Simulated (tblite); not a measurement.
A geometry optimisation, step by step.

C7H11O (doublet state).
Numbering: `[CH2:1]=[CH:2][C@@:3]1([CH3:4])[CH2:5][C@@H:6]1[CH:7][OH:8]` (hydrogens: H9, H10 on C1; H11 on C2; H12, H13, H14 on C4; H15, H16 on C5; H17 on C6; H18 on C7; H19 on O8)
Bond orders are those of one Lewis drawing.

Computed with GFN2-xTB (tblite), gas phase: L-BFGS steps from a force-field or distance-geometry start until the largest atomic force falls under 0.01 eV/Å. 9 of its 81 geometries are shown.

Step 0: E = -666.6426 eV, largest atomic force 2.641 eV/Å
```
atom  x, y, z in Å  |  force x, y, z in eV/Å
C1     -2.329    1.373    0.719   -1.180   1.109  -0.617
C2     -1.448    1.071   -0.210    1.297  -0.826   0.523
C3     -0.288    0.124    0.054   -1.956   0.309  -0.936
C4     -0.549   -0.801    1.182   -0.744  -1.053   1.599
C5      0.356   -0.508   -1.149   -0.529   0.111  -0.760
C6      1.066    0.564   -0.357    1.024   0.834   0.341
C7      2.314    0.070    0.307   -0.263  -1.599  -2.086
O8      2.066   -1.214    0.789    1.103  -0.485   0.780
H9     -3.135    2.073    0.430    0.419  -0.489   0.437
H10    -2.358    1.007    1.726    0.131   0.045  -0.025
H11    -1.503    1.485   -1.201    0.016   0.125  -0.099
H12    -0.064   -0.413    2.094   -0.158  -0.439  -0.267
H13    -1.657   -0.891    1.417    1.284   0.058  -0.449
H14    -0.186   -1.833    0.957   -0.212   0.912   0.417
H15     0.646   -1.550   -1.011    0.119   0.510  -0.253
H16     0.014   -0.250   -2.147    0.025  -0.099   0.115
H17     1.126    1.589   -0.782    0.116  -0.852   0.220
H18     3.065   -0.083   -0.513    0.177   1.034   0.880
H19     2.854   -1.804    0.717   -0.669   0.793   0.180
```

Step 10: E = -667.4075 eV, largest atomic force 0.428 eV/Å
```
atom  x, y, z in Å  |  force x, y, z in eV/Å
C1     -2.367    1.446    0.689    0.166  -0.073  -0.013
C2     -1.440    1.089   -0.190    0.181  -0.130  -0.045
C3     -0.375    0.067    0.024    0.070  -0.031  -0.038
C4     -0.572   -0.842    1.236    0.134   0.233  -0.333
C5      0.207   -0.504   -1.248    0.212  -0.026   0.054
C6      1.052    0.457   -0.420   -0.297   0.042   0.244
C7      2.272   -0.065    0.180   -0.077  -0.119  -0.008
O8      2.221   -1.224    0.915   -0.254  -0.214   0.108
H9     -3.166    2.131    0.449    0.173   0.017  -0.023
H10    -2.363    1.059    1.696   -0.083   0.049  -0.069
H11    -1.447    1.515   -1.193   -0.031  -0.011   0.199
H12    -0.084   -0.441    2.119    0.012   0.146  -0.005
H13    -1.631   -0.946    1.440   -0.108  -0.094  -0.016
H14    -0.151   -1.823    1.057    0.043  -0.079  -0.075
H15     0.615   -1.504   -1.185   -0.341  -0.115  -0.157
H16    -0.129   -0.210   -2.239   -0.074  -0.008   0.347
H17     1.178    1.477   -0.764   -0.060  -0.055  -0.159
H18     3.198    0.136   -0.330    0.184   0.231   0.058
H19     2.974   -1.808    0.786    0.150   0.239  -0.070
```

Step 20: E = -667.6044 eV, largest atomic force 0.877 eV/Å
```
atom  x, y, z in Å  |  force x, y, z in eV/Å
C1     -2.308    1.480    0.700    0.035   0.119  -0.002
C2     -1.377    1.084   -0.158   -0.025  -0.147  -0.128
C3     -0.422   -0.019    0.000    0.211   0.386  -0.004
C4     -0.557   -0.873    1.229    0.032   0.059  -0.204
C5      0.072   -0.574   -1.295    0.251  -0.038  -0.115
C6      1.036    0.295   -0.508   -0.045   0.247   0.130
C7      2.226   -0.136    0.155    0.712   0.165  -0.026
O8      2.306   -1.331    0.830    0.298  -0.280  -0.125
H9     -2.981    2.264    0.394   -0.051  -0.003   0.266
H10    -2.414    1.069    1.690   -0.052   0.080  -0.114
H11    -1.350    1.556   -1.136    0.053   0.066   0.090
H12    -0.131   -0.362    2.090   -0.115  -0.032   0.043
H13    -1.611   -1.065    1.385   -0.138  -0.125   0.214
H14    -0.038   -1.811    1.094    0.096  -0.137   0.037
H15     0.303   -1.623   -1.391   -0.051   0.002   0.066
H16    -0.326   -0.092   -2.180    0.068  -0.317  -0.062
H17     1.170    1.302   -0.880   -0.078   0.089  -0.137
H18     3.158    0.457    0.118   -0.840  -0.251   0.012
H19     3.233   -1.610    0.888   -0.359   0.117   0.060
```

Step 30: E = -667.7572 eV, largest atomic force 0.274 eV/Å
```
atom  x, y, z in Å  |  force x, y, z in eV/Å
C1     -2.276    1.525    0.713    0.009   0.030   0.052
C2     -1.362    1.122   -0.166   -0.108  -0.047   0.017
C3     -0.444   -0.005   -0.020    0.186   0.065   0.011
C4     -0.551   -0.878    1.208   -0.084  -0.006  -0.030
C5      0.077   -0.615   -1.285   -0.001  -0.024  -0.051
C6      1.038    0.283   -0.556   -0.093   0.018  -0.019
C7      2.218   -0.142    0.113   -0.140  -0.062  -0.076
O8      2.368   -1.434    0.561   -0.121  -0.048  -0.072
H9     -2.933    2.351    0.504    0.041   0.044  -0.052
H10    -2.422    1.058    1.670    0.065  -0.071   0.017
H11    -1.287    1.643   -1.115    0.013  -0.003   0.075
H12    -0.199   -0.353    2.099   -0.047  -0.019  -0.109
H13    -1.590   -1.166    1.365    0.006   0.016   0.002
H14     0.035   -1.787    1.084    0.026   0.132   0.013
H15     0.259   -1.673   -1.297    0.170  -0.172   0.128
H16    -0.299   -0.247   -2.225   -0.097   0.071  -0.083
H17     1.152    1.278   -0.966   -0.048   0.052   0.002
H18     2.988    0.568    0.344    0.092   0.082   0.089
H19     3.219   -1.519    0.991    0.129  -0.058   0.086
```

Step 40: E = -667.7839 eV, largest atomic force 0.078 eV/Å
```
atom  x, y, z in Å  |  force x, y, z in eV/Å
C1     -2.255    1.526    0.733   -0.002   0.004  -0.003
C2     -1.364    1.121   -0.168    0.033  -0.001   0.020
C3     -0.444   -0.004   -0.035    0.002  -0.035  -0.008
C4     -0.557   -0.869    1.194    0.003   0.025   0.006
C5      0.087   -0.635   -1.287   -0.018  -0.055  -0.009
C6      1.028    0.294   -0.579   -0.003   0.017   0.026
C7      2.205   -0.134    0.098    0.043   0.030   0.006
O8      2.380   -1.450    0.468   -0.058   0.010  -0.007
H9     -2.889    2.373    0.537   -0.020   0.037   0.016
H10    -2.399    1.035    1.677    0.021  -0.018   0.018
H11    -1.280    1.673   -1.097   -0.005  -0.028  -0.023
H12    -0.243   -0.322    2.083   -0.023   0.001  -0.002
H13    -1.590   -1.186    1.331    0.042  -0.034  -0.020
H14     0.072   -1.749    1.086   -0.033   0.038   0.060
H15     0.329   -1.683   -1.228    0.015  -0.063  -0.036
H16    -0.315   -0.324   -2.239    0.007   0.032  -0.019
H17     1.116    1.294   -0.984    0.042   0.038   0.001
H18     2.939    0.584    0.424   -0.026  -0.011   0.010
H19     3.171   -1.534    1.008   -0.020   0.013  -0.034
```

Step 50: E = -667.7915 eV, largest atomic force 0.048 eV/Å
```
atom  x, y, z in Å  |  force x, y, z in eV/Å
C1     -2.235    1.527    0.741   -0.009  -0.017  -0.007
C2     -1.364    1.108   -0.175    0.032   0.026   0.011
C3     -0.443   -0.017   -0.043   -0.022   0.006  -0.011
C4     -0.558   -0.864    1.199    0.003   0.023  -0.005
C5      0.096   -0.642   -1.294   -0.028  -0.005   0.001
C6      1.025    0.302   -0.589    0.005   0.007   0.034
C7      2.199   -0.125    0.090    0.023  -0.015   0.023
O8      2.346   -1.445    0.458    0.011  -0.024   0.006
H9     -2.863    2.382    0.563    0.008  -0.010  -0.005
H10    -2.367    1.029    1.684    0.009   0.018   0.017
H11    -1.284    1.654   -1.107   -0.025  -0.012  -0.016
H12    -0.297   -0.286    2.084   -0.012   0.011   0.006
H13    -1.584   -1.216    1.309    0.031  -0.034  -0.015
H14     0.103   -1.723    1.141   -0.013   0.020  -0.014
H15     0.355   -1.689   -1.249    0.002  -0.011   0.015
H16    -0.313   -0.329   -2.243   -0.005   0.015  -0.030
H17     1.113    1.303   -0.991   -0.015   0.010  -0.003
H18     2.914    0.588    0.465   -0.013  -0.003  -0.005
H19     3.145   -1.548    0.980    0.018  -0.005  -0.002
```

Step 60: E = -667.7953 eV, largest atomic force 0.031 eV/Å
```
atom  x, y, z in Å  |  force x, y, z in eV/Å
C1     -2.222    1.538    0.747   -0.013  -0.017  -0.014
C2     -1.369    1.109   -0.180    0.001   0.004   0.000
C3     -0.450   -0.016   -0.049   -0.026   0.002  -0.007
C4     -0.560   -0.859    1.195   -0.001  -0.007  -0.010
C5      0.093   -0.643   -1.298   -0.021   0.000   0.010
C6      1.023    0.294   -0.586    0.001   0.009   0.018
C7      2.193   -0.135    0.100    0.026   0.009   0.007
O8      2.355   -1.457    0.458   -0.019  -0.014  -0.012
H9     -2.859    2.388    0.569    0.014  -0.012   0.008
H10    -2.330    1.053    1.701   -0.001   0.031  -0.002
H11    -1.315    1.638   -1.125   -0.003  -0.008   0.003
H12    -0.354   -0.259    2.081   -0.013  -0.023  -0.001
H13    -1.565   -1.271    1.279    0.005   0.005  -0.004
H14     0.149   -1.680    1.159    0.003  -0.001   0.009
H15     0.341   -1.692   -1.255    0.012  -0.005   0.020
H16    -0.306   -0.324   -2.250   -0.008   0.009  -0.008
H17     1.112    1.298   -0.981    0.014   0.002  -0.015
H18     2.888    0.585    0.497    0.024   0.003   0.004
H19     3.166   -1.560    0.961    0.004   0.011  -0.008
```

Step 70: E = -667.7965 eV, largest atomic force 0.015 eV/Å
```
atom  x, y, z in Å  |  force x, y, z in eV/Å
C1     -2.225    1.542    0.747    0.004   0.004   0.000
C2     -1.377    1.107   -0.182    0.003   0.007   0.001
C3     -0.450   -0.012   -0.047   -0.003   0.002   0.002
C4     -0.563   -0.860    1.194   -0.002  -0.005   0.000
C5      0.097   -0.639   -1.293   -0.003   0.001   0.002
C6      1.026    0.301   -0.580   -0.007  -0.004   0.011
C7      2.194   -0.135    0.105    0.014   0.005  -0.002
O8      2.347   -1.458    0.460    0.015   0.001  -0.002
H9     -2.867    2.386    0.565    0.005  -0.007  -0.002
H10    -2.317    1.075    1.712   -0.003   0.007  -0.006
H11    -1.335    1.623   -1.134    0.001  -0.004   0.000
H12    -0.377   -0.263    2.085   -0.006  -0.008   0.005
H13    -1.563   -1.287    1.263   -0.003   0.007  -0.003
H14     0.158   -1.671    1.163    0.003  -0.004   0.007
H15     0.349   -1.687   -1.244    0.003   0.001  -0.002
H16    -0.301   -0.322   -2.246    0.003  -0.001   0.000
H17     1.119    1.303   -0.978   -0.004  -0.007   0.005
H18     2.906    0.576    0.491   -0.011   0.004  -0.007
H19     3.170   -1.569    0.943   -0.011   0.001  -0.010
```

Step 80: E = -667.7968 eV, largest atomic force 0.010 eV/Å
```
atom  x, y, z in Å  |  force x, y, z in eV/Å
C1     -2.223    1.546    0.746    0.003   0.005   0.003
C2     -1.375    1.106   -0.181   -0.002   0.003   0.000
C3     -0.449   -0.014   -0.043   -0.001   0.001  -0.001
C4     -0.567   -0.864    1.196   -0.001  -0.001  -0.003
C5      0.097   -0.640   -1.290   -0.001   0.004  -0.001
C6      1.025    0.300   -0.577   -0.004  -0.001   0.004
C7      2.197   -0.132    0.103    0.002   0.000   0.000
O8      2.355   -1.458    0.449    0.000  -0.003   0.002
H9     -2.864    2.390    0.558    0.001   0.002  -0.002
H10    -2.314    1.087    1.714   -0.001  -0.003  -0.002
H11    -1.335    1.617   -1.136    0.003  -0.003  -0.001
H12    -0.393   -0.269    2.091   -0.002   0.002  -0.003
H13    -1.566   -1.295    1.254    0.001  -0.003   0.004
H14     0.159   -1.671    1.170   -0.002  -0.005   0.001
H15     0.350   -1.688   -1.241    0.004   0.006   0.001
H16    -0.301   -0.322   -2.243   -0.002  -0.006  -0.002
H17     1.114    1.304   -0.975    0.001  -0.003   0.005
H18     2.905    0.580    0.493    0.000  -0.004  -0.001
H19     3.176   -1.571    0.935    0.002   0.008  -0.005
```

Question: Summarise the path.

Answer: The energy falls by 26.62 kcal/mol from step 0 to step 80; nine tenths of that is first reached at step 24. It rises by more than 0.2 meV at step 20. The largest force goes from 2.641 to 0.010 eV/Å. Among the bonds C3–C6 changes most, from 1.482 to 1.600 Å; the atoms move by 0.431 Å rms after alignment.

Question: Follow the three bonds and two angles with the largest change from start to end.

Answer: 
| step | E above end (kcal/mol) | largest force (eV/Å) | C3–C6 (Å) | C6–C7 (Å) | C2–C3 (Å) | C6–C7–H18 (°) | O8–C7–H18 (°) |
| --- | --- | --- | --- | --- | --- | --- | --- |
| 0 | 26.62 | 2.641 | 1.482 | 1.498 | 1.520 | 106.2 | 104.3 |
| 3 | 14.70 | 0.666 | 1.532 | 1.458 | 1.471 | 113.0 | 113.7 |
| 7 | 10.90 | 0.460 | 1.515 | 1.460 | 1.480 | 116.5 | 117.7 |
| 10 | 8.98 | 0.428 | 1.545 | 1.456 | 1.492 | 117.3 | 116.3 |
| 14 | 6.53 | 0.327 | 1.538 | 1.456 | 1.482 | 118.9 | 117.3 |
| 17 | 5.15 | 0.406 | 1.538 | 1.441 | 1.478 | 119.4 | 118.3 |
| 21 | 3.87 | 0.297 | 1.566 | 1.432 | 1.467 | 121.1 | 116.5 |
| 24 | 2.66 | 0.458 | 1.559 | 1.431 | 1.457 | 119.5 | 117.6 |
| 28 | 1.44 | 0.278 | 1.588 | 1.425 | 1.465 | 118.5 | 118.7 |
| 31 | 0.77 | 0.227 | 1.601 | 1.420 | 1.461 | 119.9 | 118.3 |
| 35 | 0.45 | 0.089 | 1.594 | 1.424 | 1.463 | 120.6 | 117.7 |
| 38 | 0.34 | 0.083 | 1.601 | 1.424 | 1.459 | 120.4 | 117.9 |
| 42 | 0.24 | 0.119 | 1.590 | 1.424 | 1.460 | 120.7 | 118.0 |
| 45 | 0.18 | 0.061 | 1.593 | 1.424 | 1.460 | 120.8 | 118.4 |
| 49 | 0.13 | 0.052 | 1.599 | 1.422 | 1.460 | 120.9 | 118.2 |
| 52 | 0.10 | 0.045 | 1.598 | 1.422 | 1.459 | 121.1 | 118.0 |
| 56 | 0.07 | 0.040 | 1.600 | 1.423 | 1.459 | 120.6 | 118.0 |
| 59 | 0.04 | 0.055 | 1.598 | 1.422 | 1.460 | 120.5 | 118.0 |
| 63 | 0.02 | 0.029 | 1.599 | 1.423 | 1.459 | 120.5 | 118.0 |
| 66 | 0.02 | 0.022 | 1.598 | 1.423 | 1.460 | 120.7 | 118.0 |
| 70 | 0.01 | 0.015 | 1.600 | 1.423 | 1.459 | 120.9 | 117.9 |
| 73 | 0.01 | 0.014 | 1.600 | 1.423 | 1.459 | 120.9 | 118.0 |
| 77 | 0.00 | 0.013 | 1.598 | 1.423 | 1.460 | 120.9 | 118.1 |
| 80 | 0.00 | 0.010 | 1.600 | 1.422 | 1.459 | 120.9 | 118.1 |

The cost below is that of the whole relaxation. Time: 1.7 s of wall time. Hardware: Intel Xeon at 2.50 GHz, one thread, shared host with 64 logical CPUs at a one-minute load of 58.
